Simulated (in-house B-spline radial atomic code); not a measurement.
A calculation on Dy³⁺: its settings, and results tabulated from the run. Level of theory: Dirac-Kohn-Sham wB97X, spherical fractional occupations, Fermi nucleus of rms radius 5.2218 fm; calculated with a B-spline radial code for spherical atoms.

Command:
```bash
python run_scf.py task.json out
```
Settings (nuclear radius in fm, mass in u):
```
Z                66
configuration    [Xe] 4f9
hamiltonian      dirac
method           wb97x
spin_polarised   False
nucleus          fermi
rms_radius       5.2218
atomic_mass      163.92918
speed_of_light   137.035999084
```

Output (hartree, bohr):
```
 radial grid: 72 intervals, B-splines of order 8, outer radius 39.1892 bohr

 iter        energy (Eh)    residual
    1      -12115.391081    8.03e-01
    2      -12129.795942    1.30e+00
    3      -12163.752865    2.82e-01
    4      -12165.097376    9.87e-02
    5      -12165.294370    4.05e-02
    6      -12165.309078    9.54e-03
    7      -12165.312492    6.11e-03
    8      -12165.313272    4.42e-04
    9      -12165.313277    2.43e-05
   10      -12165.313277    2.42e-06
   11      -12165.313277    1.19e-07

 total energy                    -12165.31328
 kinetic                           13342.2927
 electron-nucleus                 -29921.7108
 Hartree                            4677.3051
 exact exchange                      -48.8051
 exchange-correlation               -214.3953

 first-order corrections (not in the total)
   Gaunt                            12.9129
   retardation                      -1.3616
   frequency dependence             -0.1828
   self-energy                       9.1079
   Uehling                          -1.5150
   Wichmann-Kroll                    0.0503
   recoil                            0.0260

 orbital      occ     eigenvalue          <r>       <r^2>       <1/r>       r_max    small
 1s1/2      2.000     -1973.8510    0.0211169 0.000609411     74.5586     0.01337  6.07e-02
 2s1/2      2.000      -330.4216    0.0892106  0.00945906     17.8628      0.0762  1.35e-02
 2p1/2      2.000      -314.1888    0.0743936  0.00684962     17.8322     0.05742  1.35e-02
 2p3/2      4.000      -284.7740     0.081444  0.00807507      15.616     0.06343  1.25e-02
 3s1/2      2.000       -74.9434     0.233977   0.0626983     6.52861      0.2156  4.32e-03
 3p1/2      2.000       -67.8643     0.223725   0.0582401     6.44197      0.2031  4.25e-03
 3p3/2      4.000       -61.7368     0.237046   0.0651693     5.87908      0.2157  3.96e-03
 3d3/2      4.000       -49.6020     0.209598   0.0516869      5.7579      0.1709  3.84e-03
 3d5/2      6.000       -48.2665     0.213741   0.0536151     5.61904      0.1744  3.75e-03
 4s1/2      2.000       -16.0666      0.52932    0.316415     2.72782      0.4943  1.38e-03
 4p1/2      2.000       -13.2623     0.539793    0.331728     2.61997      0.4976  1.30e-03
 4p3/2      4.000       -11.8858     0.569804    0.369396     2.42921      0.5243  1.19e-03
 4d3/2      4.000        -7.2587     0.601601    0.420105     2.20954      0.5295  1.02e-03
 4d5/2      6.000        -7.0077     0.612284    0.435029     2.16204      0.5382  9.91e-04
 5s1/2      2.000        -3.0853      1.28098      1.8434     1.03981       1.151  2.90e-04
 5p1/2      2.000        -2.2701      1.41695     2.26829    0.928755       1.247  2.36e-04
 5p3/2      4.000        -2.0760      1.50445     2.55504    0.864628       1.322  2.10e-04
 4f5/2      3.857        -1.3420     0.798617    0.825102     1.63211      0.5334  6.06e-04
 4f7/2      5.143        -1.3070     0.810387    0.851394     1.61112      0.5385  5.94e-04
```

Cost of the run: 11 s on 1 thread of Arm Neoverse V1 (shared host).

For the Dirac Hamiltonian the kinetic term is c α·p + (β - 1)c².

Caution: exact exchange at fractional occupations of open shells leaves self-interaction of up to several eV.
